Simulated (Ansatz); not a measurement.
Mulliken charges of BH$_{5}$OS$_{2}$Si (`[SiH3]OB(S)S`) from PBE/def2-TZVPP in Ansatz (PBE0-D4/def2-TZVP geometry).

| atom | x (Å) | y (Å) | z (Å) | charge (e) |
| --- | --- | --- | --- | --- |
| Si1 | -1.173 | 0.126 | 1.076 | 0.305 |
| O2 | 0.073 | -0.500 | 0.204 | -0.229 |
| B3 | 0.933 | -0.191 | -0.793 | 0.252 |
| S4 | 2.209 | -1.381 | -1.298 | -0.198 |
| S5 | 0.928 | 1.377 | -1.718 | -0.204 |
| H6 | -0.718 | 0.312 | 2.473 | -0.045 |
| H7 | -1.609 | 1.433 | 0.516 | -0.061 |
| H8 | -2.296 | -0.839 | 1.019 | -0.044 |
| H9 | 1.857 | -2.312 | -0.397 | 0.113 |
| H10 | -0.120 | 1.923 | -1.079 | 0.110 |

**Question.** By hand: the dipole of these point charges (1 e Å = 4.8032 D).

**Answer.** Σ q r = (-0.338, -0.017, 0.338) e Å, of length 0.478 e Å = 2.30 D.

**Question.** How does the dipole of the full density compare? (An estimate is asked.)

**Answer.** Computed: (-0.350, -0.007, 0.342) e Å, 2.35 D; the point charges give 0.98 times that, at 1° from its direction.

Point charges leave out the atoms' own dipoles, such as those of lone pairs, and Mulliken's split depends on the basis, so the close match here is no proof of good charges.
